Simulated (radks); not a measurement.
Isoelectronic series with 43 electrons, all held in the configuration [Kr] 4d5 5s2, which need not be the ground one along the series. Calculated with a radial shooting solver on a logarithmic mesh with Libxc functionals: scalar-relativistic Kohn-Sham, r2SCAN, spin-polarised, spherical densities, finite nucleus; open shells are filled with parallel spins first (spin-orbit coupling, left out, can overturn this in heavy ions); meta-GGA in the generalised Kohn-Sham scheme; Fermi nuclear charge, rms radius of each element as measured or else 0.836 A^(1/3) + 0.57 fm. Total energies (hartree) and orbital eigenvalues (eV):

| ion | E (hartree) | 5s down | 5s up | 4d up | 4p down |
|---|---|---|---|---|---|
| Tc | -4286.32772 | -4.3438 | -5.8038 | -8.4134 | -43.8288 |
| Ru+ | -4530.98462 | -12.3030 | -13.8572 | -20.6417 | -59.7387 |
| Rh2+ | -4783.33069 | -22.0977 | -23.7329 | -35.6313 | -78.5323 |
| Pd3+ | -5043.37092 | -33.4840 | -35.1957 | -53.0102 | -99.7899 |
| Ag4+ | -5311.12572 | -46.3391 | -48.1268 | -72.5851 | -123.2979 |
| Cd5+ | -5586.61708 | -60.5902 | -62.4554 | -94.2394 | -148.9313 |
| In6+ | -5869.88019 | -76.1904 | -78.1350 | -117.8962 | -176.6104 |
| Sn7+ | -6160.94428 | -93.1074 | -95.1335 | -143.5016 | -206.2814 |
| Sb8+ | -6459.84805 | -111.3187 | -113.4281 | -171.0161 | -237.9062 |
| Te9+ | -6766.62756 | -130.8078 | -133.0024 | -200.4096 | -271.4573 |
| I10+ | -7081.33149 | -151.5632 | -153.8445 | -231.6588 | -306.9143 |
| Xe11+ | -7403.99699 | -173.5762 | -175.9457 | -264.7454 | -344.2620 |
| Cs12+ | -7734.6744 | -196.8411 | -199.3001 | -299.6545 | -383.4892 |
| Ba13+ | -8073.4082 | -221.3541 | -223.9036 | -336.3740 | -424.5874 |
| La14+ | -8420.2525 | -247.1131 | -249.7542 | -374.8940 | -467.5505 |
| Ce15+ | -8775.2569 | -274.1172 | -276.8508 | -415.2066 | -512.3742 |
| Pr16+ | -9138.4777 | -302.3668 | -305.1939 | -457.3048 | -559.0560 |
| Nd17+ | -9509.9691 | -331.8633 | -334.7846 | -501.1831 | -607.5941 |
